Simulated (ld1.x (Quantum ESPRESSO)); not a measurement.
**Building the TM potential for Si (Z = 14) (PBE, non-relativistic).**

silicon, norm-conserving Troullier–Martins (Kleinman–Bylander form), made with ld1.x (Quantum ESPRESSO) 7.5 (PBE, non-relativistic). Core [Ne], reference 3s2 3p2. Waves: 3s (bound): rc 1.45 bohr; 3p (bound): rc 2.00 bohr. Local part: all-electron potential smoothed inside 1.10 bohr (lloc = -1). Core correction: a·sin(br)/r model core, default radius (core density twice the valence density).

All-electron outer shells of the reference configuration (PBE, non-relativistic, ld1.x):

| shell | level (eV) | outermost node (bohr) | outermost maximum (bohr) |
| --- | --- | --- | --- |
| 2p | -95.59 | – | 0.39 |
| 3s | -10.77 | 0.72 | 1.80 |
| 3p | -4.09 | 0.72 | 2.17 |

Question: Does the generator finish with these settings?

Answer: Yes, a potential is produced and its reference levels are reproduced.

Question: Estimate the cutoffs (Ry, on a coarse ladder) from which the occupation-weighted sum of valence levels, in a spherical-Bessel basis at the reference potential, stays within 10 and 1 mRy of its value at 400 Ry.

Answer: 18 Ry and 60 Ry.

Question: What does a ghost test show?

Answer: No extra level below or beside the all-electron valence levels (s, p, d, f tested).

Question: Which valence shell sets the plane-wave cutoff?

Answer: 3s: its level needs 40 Ry to come within 1 mRy, against 8 Ry for 3p.

Question: Tests: 3s2 3p1; 3s2 3p0; 3s1 3p0; 3s0 3p4; 3s1 3p2; 3s1 3p3; 3s2 3p1.5. Which has the largest error in its energy relative to the reference configuration, and how large is it?

Answer: 3s1 3p0, with +148 meV (all-electron minus pseudo) on +57.66 eV.
